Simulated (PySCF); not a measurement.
**Working out the excitation energy of Be**

Be [He] 2s2 (1S) → Be [He] 2p2 (3P). Computed with PySCF 2.14 in x2c-QZVPPall, with scalar relativity by spin-free X2C-1e. Frozen: nothing. Energies in hartree (1 hartree = 27.21139 eV):

| part | Be (lower) | Be (upper) |
| --- | --- | --- |
| UHF | -14.575517 | -14.338702 |
| MP2 opposite-spin | -0.048669 | -0.020483 |
| MP2 same-spin | -0.000964 | -0.007669 |

Q: What does Hartree-Fock give?

A: (-14.338702) − (-14.575517) = 0.236815 hartree = 6.444 eV.

Q: What do MP2 and SCS-MP2 (6/5 opposite-spin, 1/3 same-spin) give?

A: The opposite-spin parts differ by 0.767 eV and the same-spin parts by -0.182 eV. MP2: 6.444 + (0.767) + (-0.182) = 7.029 eV. SCS-MP2: 6.444 + 1.2 × (0.767) + (-0.182)/3 = 7.304 eV.

Measured between the centres of the two terms (NIST): 7.401 eV, so MP2 (valence and next inner shell) is off by -0.372 eV.

What remains against the reference includes basis incompleteness and correlation beyond second order.
